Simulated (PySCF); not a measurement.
Computed properties of SiFI3, SMILES [Si](F)(I)(I)I

SiFI₃, SMILES F[Si](I)(I)I. Geometry: B3LYP-D3(BJ)/def2-SVP. The def2 effective core potentials stand for the cores of I; spin–orbit coupling is left out. Other conformers were not sampled. All values are computed for the isolated molecule unless a solvent is named; none is compared with measurement here.

**Structure.** The optimised structure has C3v symmetry. All 9 harmonic modes at B3LYP-D3(BJ)/def2-SVP (PySCF) are real, so it is a minimum. With heavy atoms numbered as in [F:1][Si:2]([I:3])([I:4])[I:5], the shortest bond between them is F1–Si2 at 1.618 Å and the longest Si2–I4 at 2.444 Å.

**Vibrations.** The strongest infrared lines (harmonic, unscaled, degenerate partners summed) lie at 436 cm⁻¹ (371 km/mol, Si 89 %, I 9 %), 902 cm⁻¹ (104 km/mol, F 58 %, Si 42 %), 188 cm⁻¹ (8 km/mol, F 79 %, I 21 %). The softest mode is at 73 cm⁻¹ and the zero-point energy is 3.8 kcal/mol.

**Electronic structure.** HF/def2-TZVP (PySCF) places the frontier levels at -10.29 and 0.79 eV, a gap of 11.08 eV, and gives a dipole moment of 1.06 D and a mean polarisability of 112.6 bohr³. PBE/def2-TZVP (PySCF) at the same geometry gives -6.69 and -3.18 eV, so its gap is 7.57 eV narrower. An orbital gap is neither the optical nor the fundamental gap.

**Excitations.** TDA-PBE0/def2-SVPD (PySCF) has S1 at 4.08 eV (304 nm, f = 0.000, dark); the most intense of the 10 singlets computed lies at 4.85 eV (f = 0.05). Strengths of degenerate partners are summed. T1 (TDA) is at 3.71 eV, 0.37 eV under S1. TDA-PBE/def2-SVPD (PySCF) puts S1 at 3.53 eV. No vertical singlet excitation falls in the visible range (under 3.1 eV).
